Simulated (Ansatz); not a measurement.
Consider the ligand exchange at the Sn–Br bond: `[Cl][SnH]([Br])[Br]` + H–F → `[F][SnH]([Cl])[Br]` + HBr.

Computed with Ansatz on PBE0-D4/def2-TZVP structures; ΔE is electronic, products minus reactants. CCSD(T)/CBS adds triple-zeta CCSD(T) − MP2 to the extrapolated MP2 energy (def2 sets, frozen cores). This one scheme is used for every species. Functionals use def2-TZVPP. B3LYP here is the variant with VWN-RPA as its local correlation; programs differ in this. HSE06 is defined as in plane-wave codes. Elements past krypton have def2 core potentials. For Br, Sn outer-core shells are correlated without core-valence functions, which leaves a few kJ/mol of doubt a bond. Scalar relativity is left out up to krypton.

```tsv
level	ΔE (kJ/mol)	difference from CCSD(T)/CBS
PBE-D4	45.7	-7.8
revPBE-D4	45.4	-8.1
BLYP-D4	38.8	-14.7
r2SCAN-D4	42.4	-11.1
B97M-V	33.4	-20.1
PBE0-D4	53.8	0.3
B3LYP-D4	45.5	-8.0
r2SCANh-D4	46.1	-7.4
HSE06-D4	54.5	1.0
CAM-B3LYP-D4	38.4	-15.1
ωB97X-V	40.6	-12.9
ωB97M-V	44.8	-8.7
B2PLYP	42.6	-10.9
PBE-QIDH	55.0	1.5
PBE	41.3	-12.2
revPBE	39.6	-13.9
BLYP	30.3	-23.2
r2SCAN	41.4	-12.1
PBE0	49.7	-3.8
B3LYP	38.1	-15.4
r2SCANh	44.9	-8.6
r2SCAN0	49.7	-3.8
HSE06	50.4	-3.1
BHLYP	43.6	-9.9
CAM-B3LYP	33.8	-19.7
LC-ωPBE	37.4	-16.1
RPA@PBE/def2-TZVPP	40.6	-12.9
HF/def2-SVP	46.9	-6.6
CCSD/def2-SVP	39.2	-14.3
CCSD(T)/def2-SVP	38.9	-14.6
HF/def2-TZVPP	46.4	-7.1
MP2/def2-TZVPP	56.2	2.7
SCS-MP2/def2-TZVPP	48.3	-5.2
CCSD/def2-TZVPP	47.4	-6.1
CCSD(T)/def2-TZVPP	47.5	-6.0
HF/def2-QZVPP	43.5	-10.0
MP2/def2-QZVPP	58.7	5.2
SCS-MP2/def2-QZVPP	50.4	-3.1
HF/CBS(def2)	43.1	-10.4
CCSD/CBS(def2)	53.5	0.0
CCSD(T)/CBS	53.5	0
```

Q: What do rigid-rotor, harmonic-oscillator terms from PBE0-D4/def2-TZVP frequencies (298.15 K, 1 bar) make of the CCSD(T)/CBS value? (Estimate.)

A: Ansatz gave: ΔZPE = -5.9 kJ/mol, ΔH = +46.3 kJ/mol, ΔS = 2 J/(mol·K), ΔG = +45.5 kJ/mol.

Largest T1 diagnostic among the species: 0.011.

From r2SCAN to r2SCAN0 (25 % exact exchange), in def2-TZVPP and without D4, ΔE moves by +8.3 kJ/mol. Leaving LDA and LC-ωPBE aside and taking each functional with its dispersion term where it has one, the values spread over 21.6 kJ/mol, from B97M-V to PBE-QIDH. LDA lies +4.9 kJ/mol from PBE without D4. At CCSD(T), def2-SVP lies −14.6 kJ/mol from the extrapolated value and def2-TZVPP −6.0 kJ/mol.

CCSD(T)/CBS has its own doubt, a few kJ/mol and more with outer-core shells, so smaller differences from it don't rank the levels.
